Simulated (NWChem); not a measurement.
**Atomisation of thiourea (CH4N2S)**

```xyz
8

N     -1.0965    -0.3516    -1.0488
C      0.0000     0.0000    -0.3153
N      1.0965     0.3516    -1.0488
S      0.0000     0.0000     1.3534
H     -1.1896    -0.0546    -2.0147
H     -1.9524    -0.4855    -0.5252
H      1.1896     0.0546    -2.0147
H      1.9524     0.4855    -0.5252
```
Charge 0, spin multiplicity 1.

Program: NWChem. Structure: optimised with B3LYP/def2-SVP, a minimum by its harmonic frequencies. It is one conformer; others weren't searched.

Basis set: def2-TZVP. The atomisation energy is electronic alone: no zero-point, thermal, spin-orbit or counterpoise terms. No value is extrapolated to the basis-set limit. Free atoms are single determinants with multiplicities N 4, C 3, S 3, H 2. Correlated methods freeze the same cores in atoms and molecule, 8 orbitals in all.

```csv
method,atomisation energy (kcal/mol),relative cost
B3LYP,696.6,under 3
LDA (SVWN5),827.4,under 3
BLYP,701.3,under 3
PBE,724.8,under 3
MP2,675.8,under 3
PBE0,701.1,1
M06-2X,697.1,under 3
LC-wPBE (omega 0.3 per bohr),707.1,10
HF,447.0,under 3
```

The values span 380.5 kcal/mol, from HF (lowest) to LDA (SVWN5) (highest). Relative cost: rough, from shared machines, SCF included, PBE0 = 1. Costs are the molecule's.

B3LYP has NWChem's definition, with VWN1-RPA local correlation. GW and range-separated runs recompute their integrals, the others keep them in memory, which bears on the times. The stability of the SCF solutions was not checked. Open-shell Hartree-Fock references start from PBE0 orbitals; any time given for them includes that run.
